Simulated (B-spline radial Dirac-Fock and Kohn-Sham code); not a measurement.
**X-ray scattering factor of Xe⁺**

System: the Xe⁺ ion, [Kr] 4d10 5s2 5p5.

Method: relativistic Hartree-Fock (Dirac-Fock) wave functions, averaged over the configuration. Computed with an atomic code on a B-spline grid. f₀ is the Fourier transform of the spherical electron density, S the Waller-Hartree incoherent function, and s = sin θ/λ. The electron scattering factor follows from the Mott-Bethe formula f_e = 0.023934 Å⁻¹·(Z − f₀)/s².

```tsv
s (Å⁻¹)	f₀	S	f_e (Å)
0	53.000	0.000	–
0.05	52.087	0.991	18.319
0.1	49.664	3.327	10.377
0.15	46.451	5.984	8.030
0.2	43.119	8.515	6.510
0.25	40.040	10.831	5.346
0.3	37.309	12.884	4.439
0.35	34.880	14.672	3.736
0.4	32.679	16.258	3.189
0.45	30.652	17.714	2.760
0.5	28.775	19.094	2.415
0.6	25.461	21.709	1.897
0.7	22.753	24.160	1.526
0.8	20.617	26.430	1.248
0.9	18.944	28.483	1.036
1	17.593	30.290	0.871
1.1	16.439	31.854	0.743
1.2	15.392	33.204	0.642
1.4	13.432	35.434	0.495
1.6	11.590	37.263	0.396
1.8	9.938	38.838	0.325
2	8.555	40.220	0.272
2.5	6.314	43.002	0.183
3	5.230	45.061	0.130
3.5	4.566	46.623	0.097
4	3.991	47.831	0.075
5	2.934	49.495	0.049
6	2.150	50.484	0.034
```

f₀ starts at the number of electrons, 53, and has fallen to half at s ≈ 0.57 Å⁻¹. The sum of ⟨r²⟩ over the electrons is 51.20 bohr². For an ion f_e diverges as s goes to zero, because of the net charge.
